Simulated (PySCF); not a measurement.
SMILES C(/[SiH](Cl)Cl)=[CH]\[Ge]([Cl])([Cl])[Cl], PBE0/def2-SVP optimised geometry.

```
12

Si    -1.11     1.64    -0.96
Cl    -0.46     2.63    -2.64
Cl    -3.17     1.59    -0.97
C     -0.45    -0.10    -0.98
C      0.33    -0.57     0.00
Ge     1.03    -2.37     0.00
Cl     0.38    -3.44     1.74
Cl     0.34    -3.41    -1.74
Cl     3.17    -2.37     0.00
H     -0.65     2.37     0.25
H     -0.72    -0.76    -1.82
H      0.62     0.06     0.86
```

Density from PBE0/def2-TZVP (PySCF) at that geometry.

Minimum of the electron density along straight lines between bonded atoms, close to the bond critical point (lines longer than 1.1 times the sum of covalent radii, or with two minima, are not listed):

| bond | length / Å | ρ at the minimum / e bohr⁻³ | ∇²ρ there / e bohr⁻⁵ | position (fraction from the first atom) |
|---|---|---|---|---|
| Si1–Cl2 | 2.056 | 0.100 | 0.22 | 0.36 |
| Si1–Cl3 | 2.056 | 0.100 | 0.22 | 0.36 |
| Si1–C4 | 1.863 | 0.126 | ___ | 0.39 |
| C4–C5 | 1.340 | 0.342 | -1.01 | 0.49 |
| C5–Ge6 | 1.929 | ___ | ___ | 0.53 |
| Ge6–Cl7 | 2.142 | 0.109 | 0.17 | 0.43 |
| Ge6–Cl8 | 2.143 | 0.108 | 0.17 | 0.43 |
| Ge6–Cl9 | 2.141 | 0.109 | 0.17 | 0.43 |
| Si1–H10 | 1.483 | 0.127 | 0.12 | 0.49 |
| C4–H11 | 1.099 | 0.276 | -0.96 | 0.65 |
| C5–H12 | 1.098 | 0.276 | -0.96 | 0.65 |

Question: What belongs in the gaps?

Answer: 
- Si1–C4, ∇²ρ there / e bohr⁻⁵: 0.19
- C5–Ge6, ρ at the minimum / e bohr⁻³: 0.136
- C5–Ge6, ∇²ρ there / e bohr⁻⁵: 0.08
